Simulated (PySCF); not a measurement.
**A small calculation by hand: chemical shift, span and skew from a shielding tensor**

Al(Br)2(OMe) (CH3AlBr2O), SMILES [Br][Al]([Br])[O]C. Atoms are numbered in the order given.

```xyz
8

Al    -0.3917     0.0034     0.0000
Br     0.2450    -2.1337     0.0000
Br     1.1281     1.6499     0.0000
O     -2.0309     0.3572     0.0000
C     -2.8849     1.4572     0.0000
H     -3.5358     1.4347    -0.8903
H     -3.5358     1.4347     0.8903
H     -2.3401     2.4185     0.0000
```

Coordinates come from a PBE0-D3(BJ)/def2-SVP optimisation. One conformer was computed; it need not be the lowest.

GIAO shieldings from PBE0/pcSseg-1 in PySCF, non-relativistic, no solvent. The symmetric part of the tensor of C5 has the principal values 100.1, 106.2, 182.9 ppm. The same nucleus in TMS has σ = 186.3 ppm at this level (PySCF, at its B3LYP-D3(BJ)/def2-TZVP geometry). Without spin–orbit terms, shifts of atoms bonded to Cl or Br come out too high.

### Question
Work out the isotropic shielding, the ¹³C shift against TMS, the span and the skew.

### Answer

σ(iso) = (σ11 + σ22 + σ33)/3 = 129.7 ppm. δ = σ(ref) − σ(iso) = 186.3 − (129.7) = 56.6 ppm.
Span Ω = σ33 − σ11 = 82.8 ppm. Skew κ = 3(σ(iso) − σ22)/Ω = 0.85. Tumbling in solution averages the tensor to δ; in a static solid the shielding alone would spread this spin-1/2 line over Ω.
